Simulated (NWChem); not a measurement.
System: BHOClF; SMILES OB(F)Cl

The following NWChem deck was run.

```
start job
memory heap 200 mb stack 900 mb global 1100 mb
geometry units angstroms noautosym nocenter noautoz
  B      0.019750    -0.420951     0.000000
  F     -1.125275    -1.091072     0.000000
  Cl    -0.025306     1.331103     0.000000
  O      1.199308    -1.057083     0.000000
  H      1.104636    -2.016826     0.000000
end
basis spherical
  * library 6-31+g*
end
dft
  xc pbe0
  iterations 150
end
property
  response 1 0.0773
end
task dft property
```

The geometry was optimised at PBE0/def2-SVP.

Field at 589 nm.

Problem. Predict the main results of this run. (PBE0/6-31+G* (spherical d).) Quantities: isotropic polarisability (bohr³); anisotropy (bohr³).

Solution. 
```json
{
 "isotropic polarisability (bohr³)": "27.9",
 "anisotropy (bohr³)": "15.3"
}
```
